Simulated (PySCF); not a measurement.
AlH₂, SMILES [AlH2-] (connectivity only; charge and spin as stated), charge -1, multiplicity 1.

Geometry: PBE-D3(BJ)/def2-TZVPD.

Method: PBE-D3(BJ)/def2-TZVPD (PySCF).

Frequencies are harmonic and unscaled.

```json
[
 {"mode": "1", "ν (cm⁻¹)": "783", "IR (km/mol)": "282.9", "moving atoms (share of kinetic energy)": "H 96 %"},
 {"mode": "2", "ν (cm⁻¹)": "1409", "IR (km/mol)": "1114.2", "moving atoms (share of kinetic energy)": "H 97 %"},
 {"mode": "3", "ν (cm⁻¹)": "1411", "IR (km/mol)": "873.3", "moving atoms (share of kinetic energy)": "H 96 %"}
]
```
